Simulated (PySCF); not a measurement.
Spectra and structures to be paired. Theory: TDDFT CAM-B3LYP/def2-SVPD, vertical, gas phase, core orbitals frozen in the response (PySCF). Geometries: PBE0-D3(BJ)/def2-SVP; one conformer of each isolated species. Triplets are in the Tamm–Dancoff approximation. Atoms past krypton carry core potentials; spin–orbit coupling is left out.

A. `C[Si](C)(C)Oc1ccco1`
B. `N=C1CCCC1`
C. `[H][Bi]([H])[F]`

Lowest singlet levels (six at most, fewer where fewer were computed) with oscillator strengths:

1. 233 nm (f 0.003); 175 nm (f 0.035); 161 nm (f 0.209); 160 nm (f 0.018); 155 nm (f 0.001); 148 nm (f 0.007); T1 4.61 eV
2. 252 nm (f 0.014); 212 nm (f 0.001); 188 nm (f 0.151); 184 nm (f 0.061); 168 nm (f 0.011); 164 nm (f 0.000); T1 4.20 eV
3. 217 nm (f 0.002); 212 nm (f 0.203); 196 nm (f 0.010); 188 nm (f 0.007); 183 nm (f 0.077); 176 nm (f 0.001); T1 3.88 eV

Question: Which spectrum belongs to which structure?

Answer: 1 = B, 2 = C, 3 = A.
- A: S1 at 5.70 eV, HOMO→LUMO (62%), HOMO→LUMO+2 (20%), HOMO→LUMO+3 (8%); Löwdin shares by element: HOMO carbon 61% or more, oxygen 15% or more (atoms not listed hold the other 24%); LUMO carbon 28% or more, silicon 18% (atoms not listed hold the other 54%); HOMO -7.06 and LUMO 1.05 eV.
- B: S1 at 5.32 eV, HOMO→LUMO (93%); Löwdin shares by element: HOMO nitrogen 55%, carbon 23% or more, hydrogen 8% or more; LUMO carbon 46% or more, nitrogen 25% (atoms not listed hold the other 29%); HOMO -8.67 and LUMO 1.04 eV.
- C: S1 at 4.92 eV, HOMO→LUMO (98%); Löwdin shares by element: HOMO bismuth 56%, hydrogen 30%, fluorine 14%; LUMO bismuth 67%, fluorine 17%, hydrogen 16%; HOMO -9.38 and LUMO -0.87 eV; point group Cs, 1 of its 6 listed states under f = 0.0005.
